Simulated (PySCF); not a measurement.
Computed with B3LYP-D3(BJ)/def2-TZVP // PBE-D3(BJ)/def2-SVP (PySCF). Isolated molecules, 0 K electronic values unless said otherwise. B3LYP has the VWN-RPA correlation part, as in Gaussian. 

Reference species: [Zn(NH3)4]2+ (charge +2, multiplicity 1).

- coordination number = 4
- charge on the central atom (Mulliken) = 0.66 e

Changed species: [Mo(NH3)4]2+ (M = Mo, multiplicity 1; the reference has M = Zn, multiplicity 1).

Question: Give the shifts of the coordination number and charge on the central atom (Mulliken).

Answer: the coordination number hardly moves; the charge on the central atom (Mulliken) goes up by 0.29 e, to 0.95 e.
